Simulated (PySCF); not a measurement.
A calculated (UHF, PySCF 2.14, cc-pVDZ-DK, the spin-free X2C one-electron Hamiltonian (Gaussian nucleus)) atom or ion has these occupied shells.

```
shell  electrons  orbital energy (eV)  rms radius, mean of both spins (bohr)
 1s α          1              -2207.3                                  0.120
 1s β          1              -2207.0                                  0.120
 2s α          1              -229.71                                  0.559
 2s β          1              -229.43                                  0.559
 2p α          3              -171.29                                  0.539
 2p β          3              -170.79                                  0.539
 3s α          1              -40.162                                   1.90
 3s β          1              -37.170                                   1.90
 3p α          1              -29.898                                   2.15
```

Task: Name the element and its charge.

Result: P²⁺ (phosphorus, charge +2), in [Ne] 3s2 3p1, 2P determinant.
